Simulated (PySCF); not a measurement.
Ligand exchange on a metal centre used in film growth or etching (Sc Cl-NH2). Isolated molecules, 0 K electronic values unless said otherwise. One relaxed conformer stands for each flexible species; it need not be the lowest.

The numbers are results of TPSSh-D3(BJ)/def2-TZVP // BP86-D3(BJ)/def2-SVP (PySCF), not measurements. All candidates: neutral, multiplicity 1. 

```
Property          Value
-------------  --------
HOMO           -5.77 eV
HOMO–LUMO gap   4.51 eV
LUMO           -1.26 eV
```

### Question
Identify which member has these values.
A. [Sc(NH2)3]
B. [Sc(Cl)2(NH2)]
C. [Sc(Cl)(NH2)2]
D. [Sc(Cl)3]

### Answer
A, [Sc(NH2)3]. The others give [Sc(Cl)3]: -8.53 eV, 4.86 eV, -3.67 eV; [Sc(Cl)2(NH2)]: -7.29 eV, 4.51 eV, -2.79 eV; [Sc(Cl)(NH2)2]: -6.53 eV, 4.56 eV, -1.97 eV
